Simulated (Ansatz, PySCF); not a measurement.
C₄H₅FSi, SMILES C#C/C=C\[SiH2]F. Atoms are numbered in the order given.

```xyz
11

C     -0.9929     2.6888    -0.0041
C      0.0335     2.0454    -0.0041
C      1.2180     1.2265    -0.0040
C      1.1461    -0.1163     0.0003
Si    -0.4949    -1.0123     0.0064
F     -0.1663    -2.6115     0.0106
H     -1.9000     3.2682    -0.0040
H      2.1809     1.7517    -0.0075
H      2.0826    -0.6872     0.0002
H     -1.2771    -0.7042     1.2316
H     -1.2822    -0.7116    -1.2173
```
Charge 0, spin multiplicity 1.

Coordinates come from a ωB97X-D3(BJ)/def2-SVP optimisation. The structure was generated by enumeration; whether it is a known compound was not checked. One conformer was computed; it need not be the lowest.

Two levels are set side by side: PBE-D3(BJ)/def2-SVP (Ansatz, a first-principles code) and ωB97X-D3(BJ)/def2-SVP (PySCF). Each level has its own optimised geometry; the coordinates shown are those of the second. Frequencies come from the Hessian of PySCF at each geometry. Differences are taken from unrounded values.

```
quantity                            ωB97X-D3(BJ)
----------------------------------  ------------
mean bond length (Å)                       1.374
bond C1–C2 (Å)                             1.211
bond C2–C3 (Å)                             1.440
bond C3–C4 (Å)                             1.345
bond C4–Si5 (Å)                            1.870
bond Si5–F6 (Å)                            1.633
bond C1–H7 (Å)                             1.076
bond C3–H8 (Å)                             1.097
bond C4–H9 (Å)                             1.097
bond Si5–H10 (Å)                           1.486
bond Si5–H11 (Å)                           1.486
highest harmonic wavenumber (cm⁻¹)          3482
mean harmonic wavenumber (cm⁻¹)             1187
zero-point energy (kcal/mol)               45.84
```

**Question.** What does PBE-D3(BJ) give, and how far is it from ωB97X-D3(BJ)? (An estimate is asked for; the answer gives what the named calculation found.)

**Answer.** 
```
quantity                            PBE-D3(BJ)  PBE-D3(BJ) minus ωB97X-D3(BJ)
----------------------------------  ----------  -----------------------------
mean bond length (Å)                     1.382                          0.008
bond C1–C2 (Å)                           1.227                          0.016
bond C2–C3 (Å)                           1.424                         -0.016
bond C3–C4 (Å)                           1.361                          0.017
bond C4–Si5 (Å)                          1.874                          0.004
bond Si5–F6 (Å)                          1.644                          0.011
bond C1–H7 (Å)                           1.081                          0.005
bond C3–H8 (Å)                           1.106                          0.009
bond C4–H9 (Å)                           1.104                          0.008
bond Si5–H10 (Å)                         1.501                          0.015
bond Si5–H11 (Å)                         1.501                          0.015
highest harmonic wavenumber (cm⁻¹)        3405                            -77
mean harmonic wavenumber (cm⁻¹)           1130                            -57
zero-point energy (kcal/mol)             43.63                          -2.21
```

GGA bonds tend to be longer and softer than those of functionals with exact exchange. Differences between two approximate levels are no errors against the true value.
